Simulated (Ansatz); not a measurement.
Coupled-cluster diagnostics for [Te4]2- (Te₄²⁻), Ansatz.

Geometry of the singlet (B3LYP-D4/def2-SVPD):

Cartesian coordinates in Å:
```
Te -0.601 0.774 -3.208
Te -1.443 -0.179 -0.721
Te 0.628 -1.163 0.942
Te 1.416 0.568 2.988
```

In the def2 sets Te takes a core potential; there is no spin–orbit coupling. Correlated methods freeze 16 core orbitals; core or outer-core shells of Te are correlated, in sets that lack core-valence functions. A multiply charged anion in the gas phase is held together partly by the finite basis.

**Question.** Estimate the CCSD(T) correlation energy, the shares of MP2 and (T), T1 and the reference's ⟨S²⟩ for: charge -2, singlet, own geometry in def2-SVPD; and the rough time on 4 threads of Arm Neoverse V1 on a shared host.

**Answer.** 
```json
{"state": "charge -2, singlet, own geometry", "basis": "def2-SVPD", "correlation (eV)": "-15.010", "MP2 share (%)": "90.8", "(T) share (%)": "4.5", "T1": "0.017", "⟨S²⟩ (pure)": "0.00 (0.00)", "wall time": "74 s", "remarks": "HOMO above zero"}
```
Customary marks for T1 are 0.02 (closed shells), 0.045 (open shells) and about 0.05 (3d metals). T1 stays under 0.02 throughout.
